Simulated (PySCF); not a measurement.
OSe, triplet, at a GFN2-xTB geometry; PySCF with HF/3-21G.

Here is a job for PySCF.
```python
from pyscf import gto, scf

mol = gto.M(
    atom='''
O    -0.00000000   -0.00000000   -1.29850896
Se    0.00000000    0.00000000    0.30553152
''',
    basis='3-21g',
    spin=2,
    verbose=4,
)

mf = scf.UHF(mol)
mf.kernel()
mo_i, mo_e, stable_i, stable_e = mf.stability(internal=True, external=True, return_status=True, nroots=6, tol=1e-6)
print('internally stable:', stable_i, ' externally stable:', stable_e)
if not stable_i:
    umf = mf.copy()
    umf.scf_summary = {}
    umf.kernel(umf.make_rdm1(mo_i, mf.mo_occ))
mf.analyze()
```

The log (banner, timings and long lists left out):

```
PySCF version 2.14.0

[INPUT] verbose = 4
[INPUT] num. atoms = 2
[INPUT] num. electrons = 42
[INPUT] charge = 0
[INPUT] spin (= nelec alpha-beta = 2S) = 2
[INPUT] symmetry False subgroup None
[INPUT] Mole.unit = angstrom
[INPUT] Symbol           X                Y                Z      unit          X                Y                Z       unit  Magmom
[INPUT]  1 O      0.000000000000   0.000000000000  -1.298508960000 AA    0.000000000000   0.000000000000  -2.453826304694 Bohr   0.0
[INPUT]  2 Se     0.000000000000   0.000000000000   0.305531520000 AA    0.000000000000   0.000000000000   0.577370895222 Bohr   0.0

nuclear repulsion = 89.7335217938141
number of shells = 15
number of NR pGTOs = 69
number of NR cGTOs = 31
basis = 3-21g
ecp = {}

******** <class 'pyscf.scf.uhf.UHF'> ********
method = UHF
initial guess = minao
damping factor = 0
level_shift factor = 0
DIIS = <class 'pyscf.scf.diis.CDIIS'>
diis_start_cycle = 1
diis_space = 8
diis_damp = 0
SCF conv_tol = 1e-09
SCF conv_tol_grad = None
SCF max_cycles = 50
direct_scf = True
direct_scf_tol = 1e-13
number electrons alpha = 22  beta = 20
Set gradient conv threshold to 3.16228e-05
init E= -2460.47948071344

cycle= 1 E= -2462.79798045436  delta_E= -2.32  |g|= 0.345  |ddm|= 1.38
cycle= 2 E= -2462.81844172365  delta_E= -0.0205  |g|= 0.356  |ddm|= 0.511
cycle= 3 E= -2462.86282067863  delta_E= -0.0444  |g|= 0.0479  |ddm|= 0.226
cycle= 4 E= -2462.86557472813  delta_E= -0.00275  |g|= 0.0261  |ddm|= 0.0775
cycle= 5 E= -2462.86702711919  delta_E= -0.00145  |g|= 0.0141  |ddm|= 0.0645
cycle= 6 E= -2462.86786203013  delta_E= -0.000835  |g|= 0.00557  |ddm|= 0.0702
cycle= 7 E= -2462.868008355  delta_E= -0.000146  |g|= 0.000893  |ddm|= 0.0407
cycle= 8 E= -2462.86800950632  delta_E= -1.15e-06  |g|= 0.000195  |ddm|= 0.00341
cycle= 9 E= -2462.86800957902  delta_E= -7.27e-08  |g|= 0.000103  |ddm|= 0.000529
cycle= 10 E= -2462.86800961112  delta_E= -3.21e-08  |g|= 3.71e-05  |ddm|= 0.000467
cycle= 11 E= -2462.86800961386  delta_E= -2.74e-09  |g|= 5.95e-06  |ddm|= 0.000164
cycle= 12 E= -2462.86800961392  delta_E= -5.68e-11  |g|= 1.13e-06  |ddm|= 2.25e-05
Extra cycle  E= -2462.86800961392  delta_E= -2.27e-12  |g|= 7.57e-07  |ddm|= 2.24e-06
converged SCF energy = -2462.86800961392  <S^2> = 2.0171237  2S+1 = 3.0113942
uhf_internal: lowest eigs of H = [-0.04967777 -0.04967777  0.24008249  0.24008257  0.25667367  0.4250348 ]
<class 'pyscf.scf.uhf.UHF'> wavefunction has an internal instability
uhf_real2complex: lowest eigs of H = [-0.01968818  0.13054207  0.13054207  0.20504387  0.21056389  0.21056397]
<class 'pyscf.scf.uhf.UHF'> wavefunction has an real -> complex instability
uhf_external: lowest eigs of H = [1.37729810e-09 4.50480500e-02 4.50480673e-02 8.41310525e-02
 1.13235644e-01 1.13235795e-01]
<class 'pyscf.scf.uhf.UHF'> wavefunction is stable in the UHF/UKS -> GHF/GKS stability analysis
internally stable: False  externally stable: True

******** <class 'pyscf.scf.uhf.UHF'> ********
method = UHF
initial guess = minao
damping factor = 0
level_shift factor = 0
DIIS = <class 'pyscf.scf.diis.CDIIS'>
diis_start_cycle = 1
diis_space = 8
diis_damp = 0
SCF conv_tol = 1e-09
SCF conv_tol_grad = None
SCF max_cycles = 50
direct_scf = True
direct_scf_tol = 1e-13
number electrons alpha = 22  beta = 20
Set gradient conv threshold to 3.16228e-05
init E= -2462.80413544315
cycle= 1 E= -2462.84725803468  delta_E= -0.0431  |g|= 0.0657  |ddm|= 0.239
cycle= 2 E= -2462.85887328354  delta_E= -0.0116  |g|= 0.0406  |ddm|= 0.121
cycle= 3 E= -2462.86691924741  delta_E= -0.00805  |g|= 0.0189  |ddm|= 0.16
cycle= 4 E= -2462.86868030293  delta_E= -0.00176  |g|= 0.0106  |ddm|= 0.0815
cycle= 5 E= -2462.86932826012  delta_E= -0.000648  |g|= 0.00283  |ddm|= 0.0723
cycle= 6 E= -2462.86939327862  delta_E= -6.5e-05  |g|= 0.000958  |ddm|= 0.0234
cycle= 7 E= -2462.86940389174  delta_E= -1.06e-05  |g|= 0.000398  |ddm|= 0.0102
cycle= 8 E= -2462.86940563096  delta_E= -1.74e-06  |g|= 0.000111  |ddm|= 0.00642
cycle= 9 E= -2462.86940559926  delta_E= 3.17e-08  |g|= 8.05e-05  |ddm|= 0.000996
cycle= 10 E= -2462.86940566266  delta_E= -6.34e-08  |g|= 4.05e-05  |ddm|= 0.000683
cycle= 11 E= -2462.86940568486  delta_E= -2.22e-08  |g|= 5.92e-06  |ddm|= 0.000687
cycle= 12 E= -2462.86940568496  delta_E= -9.46e-11  |g|= 2.23e-06  |ddm|= 2.92e-05
Extra cycle  E= -2462.86940568497  delta_E= -1.27e-11  |g|= 1.57e-06  |ddm|= 4.15e-06
converged SCF energy = -2462.86940568497  <S^2> = 2.0141151  2S+1 = 3.0093954
**** SCF Summaries ****
Total Energy =                       -2462.868009613917366
Nuclear Repulsion Energy =              89.733521793814091
One-electron Energy =                -3611.617791858277087
Two-electron Energy =                 1059.016260450545587
Two-electron Coulomb Energy =         1152.634713828966824
DFT Exchange-Correlation Energy =      -93.618453378421236
**** MO energy ****
                             alpha | beta                alpha | beta
MO #1   energy= -458.018702217019  | -458.014822764304  occ= 1 | 1
MO #2   energy= -60.4348293592371  | -60.4319966299242  occ= 1 | 1
MO #3   energy= -53.9392312454129  | -53.9364999122057  occ= 1 | 1
MO #4   energy= -53.9392312454127  | -53.9322101312154  occ= 1 | 1
MO #5   energy= -53.9372076692544  | -53.9322101312152  occ= 1 | 1
MO #6   energy= -20.5567692057153  | -20.5087868129102  occ= 1 | 1
MO #7   energy= -8.92564171207474  | -8.91738670268101  occ= 1 | 1
MO #8   energy= -6.63031933949728  | -6.62911613001848  occ= 1 | 1
MO #9   energy= -6.62894985511093  | -6.61393293390539  occ= 1 | 1
MO #10  energy= -6.62894985511092  | -6.61393293390537  occ= 1 | 1
MO #11  energy= -2.6054077980042   | -2.60177734338095  occ= 1 | 1
MO #12  energy= -2.59912893312229  | -2.59462863522528  occ= 1 | 1
MO #13  energy= -2.59912893312228  | -2.59462863522528  occ= 1 | 1
MO #14  energy= -2.59273418925541  | -2.58458646841754  occ= 1 | 1
MO #15  energy= -2.59273418925538  | -2.5845864684175   occ= 1 | 1
MO #16  energy= -1.4448402639948   | -1.30344145618934  occ= 1 | 1
MO #17  energy= -0.889814556350963 | -0.769036423124309 occ= 1 | 1
MO #18  energy= -0.665820902615058 | -0.524498428087536 occ= 1 | 1
MO #19  energy= -0.665820902615041 | -0.426397040082938 occ= 1 | 1
MO #20  energy= -0.582075388143129 | -0.426397040082908 occ= 1 | 1
MO #21  energy= -0.3835272509943   | 0.0540199451213085 occ= 1 | 0
MO #22  energy= -0.383527250994288 | 0.0540199451213336 occ= 1 | 0
MO #23  energy= 0.161971814544592  | 0.207077736449226  occ= 0 | 0
MO #24  energy= 0.598507900196605  | 0.62262239143793   occ= 0 | 0
MO #25  energy= 0.651461956914579  | 0.695868756707636  occ= 0 | 0
MO #26  energy= 0.651461956914588  | 0.695868756707651  occ= 0 | 0
MO #27  energy= 0.72773660133436   | 0.743908318283513  occ= 0 | 0
MO #28  energy= 1.70041848318512   | 1.83918522350482   occ= 0 | 0
MO #29  energy= 1.70041848318514   | 1.83918522350484   occ= 0 | 0
MO #30  energy= 1.87473981293707   | 1.90953710831858   occ= 0 | 0

To work with the spin densities directly, `use mulliken_meta_spin()` only printing them here.

 ** Mulliken spin pop alpha/beta on meta-lowdin orthogonal AOs **
 ** Mulliken Spin Density (per AO)  **
spin_pop of  0 O 1s       -0.00001
spin_pop of  0 O 2s        0.02313
spin_pop of  0 O 3s       -0.00055
spin_pop of  0 O 2px       0.49300
spin_pop of  0 O 2py       0.49300
spin_pop of  0 O 2pz       0.02610
spin_pop of  0 O 3px      -0.00075
spin_pop of  0 O 3py      -0.00075
spin_pop of  0 O 3pz       0.00009
spin_pop of  1 Se 1s        0.00000
spin_pop of  1 Se 2s        0.00000
spin_pop of  1 Se 3s        0.00000
spin_pop of  1 Se 4s        0.02457
spin_pop of  1 Se 5s        0.00066
spin_pop of  1 Se 2px       0.00000
spin_pop of  1 Se 2py       0.00000
spin_pop of  1 Se 2pz      -0.00000
spin_pop of  1 Se 3px       0.00004
spin_pop of  1 Se 3py       0.00004
spin_pop of  1 Se 3pz      -0.00001
spin_pop of  1 Se 4px       0.50701
spin_pop of  1 Se 4py       0.50701
spin_pop of  1 Se 4pz      -0.07361
spin_pop of  1 Se 5px       0.00060
spin_pop of  1 Se 5py       0.00060
spin_pop of  1 Se 5pz      -0.00036
spin_pop of  1 Se 3dxy      0.00000
spin_pop of  1 Se 3dyz      0.00010
spin_pop of  1 Se 3dz^2    -0.00001
spin_pop of  1 Se 3dxz      0.00010
spin_pop of  1 Se 3dx2-y2    0.00000
 ** Mulliken Spin Density (per atom)  **
spin density of  0 O =      1.03326
spin density of  1 Se =      0.96674
 ** Mulliken pop alpha/beta on meta-lowdin orthogonal AOs **
 ** Mulliken pop       alpha | beta **
pop of  0 O 1s        0.99993 | 0.99994
pop of  0 O 2s        0.92968 | 0.90655
pop of  0 O 3s        0.00097 | 0.00152
pop of  0 O 2px       0.99975 | 0.50675
pop of  0 O 2py       0.99975 | 0.50675
pop of  0 O 2pz       0.77893 | 0.75283
pop of  0 O 3px       0.00085 | 0.00161
pop of  0 O 3py       0.00085 | 0.00161
pop of  0 O 3pz       0.00103 | 0.00094
pop of  1 Se 1s        1.00000 | 1.00000
pop of  1 Se 2s        0.99998 | 0.99998
pop of  1 Se 3s        0.99988 | 0.99988
pop of  1 Se 4s        0.93793 | 0.91336
pop of  1 Se 5s        0.00764 | 0.00698
pop of  1 Se 2px       0.99999 | 0.99999
pop of  1 Se 2py       0.99999 | 0.99999
pop of  1 Se 2pz       0.99999 | 0.99999
pop of  1 Se 3px       0.99996 | 0.99992
pop of  1 Se 3py       0.99996 | 0.99992
pop of  1 Se 3pz       0.99992 | 0.99993
pop of  1 Se 4px       0.99884 | 0.49183
pop of  1 Se 4py       0.99884 | 0.49183
pop of  1 Se 4pz       0.33635 | 0.40997
pop of  1 Se 5px       0.00071 | 0.00011
pop of  1 Se 5py       0.00071 | 0.00011
pop of  1 Se 5pz       0.00954 | 0.00990
pop of  1 Se 3dxy      1.00000 | 1.00000
pop of  1 Se 3dyz      0.99989 | 0.99979
pop of  1 Se 3dz^2     0.99823 | 0.99824
pop of  1 Se 3dxz      0.99989 | 0.99979
pop of  1 Se 3dx2-y2    1.00000 | 1.00000
In total            22.00000 | 20.00000
 ** Mulliken atomic charges   ( Nelec_alpha | Nelec_beta ) **
charge of  0O =     -0.39023  (     4.71175      3.67848 )
charge of  1Se =      0.39023  (    17.28825     16.32152 )
Dipole moment(X, Y, Z, Debye): -0.00000,  0.00000,  1.94547
```
